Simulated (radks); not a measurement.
Problem. All-electron calculation, non-relativistic Kohn-Sham, PBE, spin-unpolarised, spherical densities, point nucleus. Program: a radial shooting solver on a logarithmic mesh with Libxc functionals. Each species is in its NIST ground configuration. Rank N3+, B3+, C3+, O3+, Ne3+, F3+ by radius at which the density is 0.001 e/bohr^3 (bohr), largest first.

Solution. C3+ 2.46, N3+ 2.42, O3+ 2.34, F3+ 2.26, Ne3+ 2.18, B3+ 1.23.
